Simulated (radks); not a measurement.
Results of a calculation; reference values are marked as such.
The nitrogen anion N2-, [He] 2s2 2p5, held by a Watson sphere: a shell of charge +2 at radius R that stands for the Madelung well of a crystal (potential energy -2/R inside, -2/r outside, in hartree with lengths in bohr). Code: a radial shooting solver on a logarithmic mesh with Libxc functionals. Model: scalar-relativistic Kohn-Sham, LDA (Slater exchange, Perdew-Wang correlation), spin-polarised, spherical densities, point nucleus; open shells are filled with parallel spins first. Response by self-consistent Sternheimer equations with the Hartree and adiabatic LDA kernel, the relativistic mass of each level held fixed and spin-orbit coupling left out. The sphere does not respond.

R (bohr)  e(2s down) (eV)  e(2p up) (eV)  e(2p down) (eV)  <r> 2p (bohr)  sum of <r^2> (bohr^2)  X-ray form factor at sin(theta)/lambda = 0.2 1/angstrom  alpha (bohr^3)
1.59              -19.229         -8.942           -7.895          1.585                  20.28                                                    5.286           11.98
2.41              -16.082         -6.517           -5.599          1.864                  27.01                                                    4.817           26.05
2.64              -15.419         -5.966           -5.067          1.941                  28.92                                                    4.742           32.28
2.88              -14.818         -5.452           -4.567          2.022                  30.94                                                    4.683           40.32
3.35              -13.873         -4.613           -3.738          2.187                  35.07                                                    4.610           62.09
